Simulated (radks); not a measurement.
Question: These are the eigenvalues of the occupied orbitals of an atom or ion with whole-number occupations (Ry). Method: scalar-relativistic Kohn-Sham, PBE, spin-unpolarised, spherical densities, finite nucleus; Fermi nuclear charge, rms radius of each element as measured or else 0.836 A^(1/3) + 0.57 fm; computed with a radial shooting solver on a logarithmic mesh with Libxc functionals.

orbital  eigenvalue
1s        -473.8877
2s        -55.97287
2p        -47.61479
3s         -7.62189
3p         -5.32345
3d         -1.78733

Which element is it, and in what charge state? The configuration may be excited.

Answer: Z = 25, manganese, charge +2: Mn2+ in [Ar] 3d5. The list shows which subshells hold electrons but not how many an open one holds; the 1s level, -236.94 hartree, gives Z - s = 21.8 by -(Z - s)^2/2, which with screening and relativity narrows Z to a few neighbours, and the depths of the outer levels then fix element, charge and occupations together.
